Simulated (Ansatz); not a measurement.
A structure drawn as `[BH]1[NH][SnH2]1`, with this starting geometry:

```xyz
7

B    -0.1982   -0.0412   -1.1776
N    -0.5540   -1.0884   -0.1154
Sn    0.5454    0.1352    0.9645
H    -0.2731    0.2999   -2.2440
H    -1.5760   -0.9167    0.1166
H     2.2942   -0.0209    0.8891
H    -0.2383    1.6322    1.5667
```

Total charge 0; spin multiplicity 1. Sn: def2 effective core potential.

Task: Relax it with Ansatz at PBE-D4/def2-SVP and then PBE0-D4/def2-TZVP. Is the drawn bonding still there?

Result: Yes, every drawn bond is still there and no new one forms.

Task: Give the relaxed structure. (An estimate is asked.)

Result: The calculation gave: 
Z-matrix (Å, degrees):
```
Sn
N 1 2.173
B 1 2.246 2 35.0
H 1 1.717 2 104.3 3 124.5
H 1 1.717 2 104.3 3 -124.6
H 2 1.008 1 148.9 3 -180.0
H 3 1.187 1 144.2 2 180.0
```
All modes are real.

Atoms count as bonded under 1.1 times the sum of their covalent radii (H–H under 0.85 Å, pairs among N, O and F under 1.55 Å), and a drawn bond as lost past 1.3 times.
